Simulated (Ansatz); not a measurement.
Se(Cl)2 anion (Cl2Se), SMILES [Se](Cl)Cl (connectivity only; charge and spin as stated), charge -1, multiplicity 2.

Geometry optimised at B3LYP-D3(BJ)/def2-SVPD. The spin state was assumed, not searched. The isomer is the one that the SMILES or the coordinates give; other isomers of the formula were not compared.

Two levels are set side by side: PBE/def2-TZVPD (Ansatz, a first-principles code) and CAM-B3LYP/def2-TZVPD (Ansatz). Energy differences of separate SCF runs at the same geometry; the states with an electron removed or added have multiplicity 3. Differences are taken from unrounded values.

| quantity | CAM-B3LYP |
|---|---|
| vertical ionisation energy (eV) | 4.13 |

### Question
What does PBE give, and how far is it from CAM-B3LYP? (An estimate is asked for; the answer gives what the named calculation found.)

### Answer

```json
[
 {"quantity": "vertical ionisation energy (eV)", "PBE": "3.51", "PBE minus CAM-B3LYP": "-0.61"}
]
```
